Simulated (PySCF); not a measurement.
C4H14GaN.
Numbering: `[CH3:1][CH2:2][CH2:3][N@H+:4]([CH3:5])[GaH3-:6]` (hydrogens: H7, H8, H9 on C1; H10, H11 on C2; H12, H13 on C3; H14 on N4; H15, H16, H17 on C5; H18, H19, H20 on Ga6)

Cartesian coordinates in Å at the PBE0-D3(BJ)/def2-SVP level; atoms count from 1:
```xyz
20
C4H14GaN angstrom
C      2.6652    0.3912   -0.7939
C      1.4888    0.2574    0.1588
C      0.2845   -0.3782   -0.5086
N     -0.8608   -0.5276    0.3985
C     -1.9331   -1.3267   -0.1935
Ga    -1.6454    1.3540    1.0824
H      2.9866   -0.5877   -1.1844
H      2.4087    1.0261   -1.6564
H      3.5301    0.8490   -0.2926
H      1.2045    1.2450    0.5550
H      1.7814   -0.3504    1.0340
H     -0.0506    0.2420   -1.3561
H      0.5608   -1.3687   -0.9199
H     -0.5385   -0.9874    1.2518
H     -2.7397   -1.4646    0.5372
H     -2.3475   -0.7867   -1.0569
H     -1.5672   -2.3103   -0.5354
H     -3.0706    0.8545    1.5625
H     -0.5992    1.7302    2.2112
H     -1.5580    2.1388   -0.2934
```

Theory: PBE0-D3(BJ)/def2-SVP geometry optimisation, gas phase in PySCF.

Masses are those of the commonest isotopes; rigid-rotor values at the optimised geometry. The values belong to one conformer with, in the numbering `[CH3:1][CH2:2][CH2:3][N@H+:4]([CH3:5])[GaH3-:6]`, C1–C2–C3–N4 180°, C2–C3–N4–C5 -171°.

Problem. Give the principal moments of inertia and the rotational constants in cm⁻¹.

Solution. Ia = 166.06, Ib = 431.09, Ic = 561.85 u·Å²; 505379 MHz·u·Å²/I gives 3043, 1172 and 899.5 MHz, that is A = 0.10152, B = 0.03910, C = 0.03000 cm⁻¹.

Problem. What kind of rotor is it?

Solution. An asymmetric top: κ = (2 × 1172 − 3043 − 899.5)/(3043 − 899.5) = -0.75.

Problem. Is it planar, by Δ = Ic − Ia − Ib?

Solution. Not planar: Δ = Ic − Ia − Ib = -35.29 u·Å². For a rigid frame Δ = −2 Σ m c², so Σ m c² = 17.65 u·Å² lies off the ab plane: 12.80 from hydrogen and 4.85 from heavier atoms. The atom farthest from that plane is 1.55 Å away.

Problem. Give the other two planar moments, Paa and Pbb, and the rms extents of the mass along the axes.

Solution. Paa = Σ m a² = (Ib + Ic − Ia)/2 = 413.44 and Pbb = Σ m b² = (Ia + Ic − Ib)/2 = 148.41 u·Å². With the mass M = 145.04 u, the rms extents √(P/M) along a, b and c are 1.69, 1.01, 0.35 Å.

Problem. Which types of transition are allowed, and where do some lines up to J = 3 fall?

Solution. The dipole components are |μa| = 3.60 D, |μb| = 3.37 D, |μc| = 0.83 D. The squared components, which scale the intensities, stand as 1.00 : 0.88 : 0.05 (a : b : c). Some lines, for components of 0.1 D or more:

```json
{"type": "b", "branch": "R", "J(Ka,Kc)": "3(1,2) ← 2(2,1)", "MHz": "993", "lower level (cm⁻¹)": "0.475"}
{"type": "c", "branch": "Q", "J(Ka,Kc)": "3(1,3) ← 3(0,3)", "MHz": "1309", "lower level (cm⁻¹)": "0.410"}
{"type": "c", "branch": "Q", "J(Ka,Kc)": "2(1,2) ← 2(0,2)", "MHz": "1626", "lower level (cm⁻¹)": "0.206"}
{"type": "a", "branch": "Q", "J(Ka,Kc)": "3(1,2) ← 3(1,3)", "MHz": "1635", "lower level (cm⁻¹)": "0.454"}
{"type": "c", "branch": "Q", "J(Ka,Kc)": "1(1,1) ← 1(0,1)", "MHz": "1871", "lower level (cm⁻¹)": "0.069"}
{"type": "a", "branch": "R", "J(Ka,Kc)": "1(0,1) ← 0(0,0)", "MHz": "2072", "lower level (cm⁻¹)": "0.000"}
{"type": "b", "branch": "Q", "J(Ka,Kc)": "2(1,1) ← 2(0,2)", "MHz": "2444", "lower level (cm⁻¹)": "0.206"}
{"type": "b", "branch": "Q", "J(Ka,Kc)": "3(1,2) ← 3(0,3)", "MHz": "2944", "lower level (cm⁻¹)": "0.410"}
{"type": "a", "branch": "R", "J(Ka,Kc)": "2(1,2) ← 1(1,1)", "MHz": "3871", "lower level (cm⁻¹)": "0.132"}
{"type": "c", "branch": "R", "J(Ka,Kc)": "1(1,0) ← 0(0,0)", "MHz": "4216", "lower level (cm⁻¹)": "0.000"}
{"type": "c", "branch": "Q", "J(Ka,Kc)": "3(2,2) ← 3(1,2)", "MHz": "5222", "lower level (cm⁻¹)": "0.508"}
{"type": "b", "branch": "R", "J(Ka,Kc)": "2(1,2) ← 1(0,1)", "MHz": "5742", "lower level (cm⁻¹)": "0.069"}
{"type": "a", "branch": "R", "J(Ka,Kc)": "3(0,3) ← 2(0,2)", "MHz": "6106", "lower level (cm⁻¹)": "0.206"}
{"type": "a", "branch": "R", "J(Ka,Kc)": "3(2,2) ← 2(2,1)", "MHz": "6215", "lower level (cm⁻¹)": "0.475"}
{"type": "c", "branch": "R", "J(Ka,Kc)": "2(1,1) ← 1(0,1)", "MHz": "6560", "lower level (cm⁻¹)": "0.069"}
{"type": "b", "branch": "Q", "J(Ka,Kc)": "3(2,2) ← 3(1,3)", "MHz": "6858", "lower level (cm⁻¹)": "0.454"}
{"type": "b", "branch": "Q", "J(Ka,Kc)": "3(3,0) ← 3(2,1)", "MHz": "9919", "lower level (cm⁻¹)": "0.687"}
{"type": "b", "branch": "Q", "J(Ka,Kc)": "3(3,1) ← 3(2,2)", "MHz": "10054", "lower level (cm⁻¹)": "0.683"}
{"type": "c", "branch": "R", "J(Ka,Kc)": "2(2,0) ← 1(1,0)", "MHz": "10057", "lower level (cm⁻¹)": "0.141"}
{"type": "b", "branch": "R", "J(Ka,Kc)": "2(2,0) ← 1(1,1)", "MHz": "10330", "lower level (cm⁻¹)": "0.132"}
{"type": "b", "branch": "R", "J(Ka,Kc)": "3(2,2) ← 2(1,1)", "MHz": "11829", "lower level (cm⁻¹)": "0.288"}
{"type": "c", "branch": "R", "J(Ka,Kc)": "3(2,1) ← 2(1,1)", "MHz": "11965", "lower level (cm⁻¹)": "0.288"}
{"type": "b", "branch": "R", "J(Ka,Kc)": "3(2,1) ← 2(1,2)", "MHz": "12784", "lower level (cm⁻¹)": "0.261"}
{"type": "b", "branch": "R", "J(Ka,Kc)": "3(3,1) ← 2(2,0)", "MHz": "16242", "lower level (cm⁻¹)": "0.476"}
{"type": "b", "branch": "R", "J(Ka,Kc)": "3(3,0) ← 2(2,1)", "MHz": "16271", "lower level (cm⁻¹)": "0.475"}
```

Problem. Estimate the classical rotational partition function at 10 K, 50 K and 100 K.

Solution. Point group C1, symmetry number σ = 1; q = (√π/σ)·√((kT/h)³/(ABC)), k/h = 20836.6 MHz/K: 2980 at 10 K, 33300 at 50 K, 94100 at 100 K.

Stationary, but not proved a minimum. Constants of a rigid frame at the computed geometry: no zero-point averaging, no centrifugal distortion. A rigid rotor knows nothing of internal rotation, which can split or shift real lines. Quadrupole hyperfine structure (14N, 69Ga) is left out.
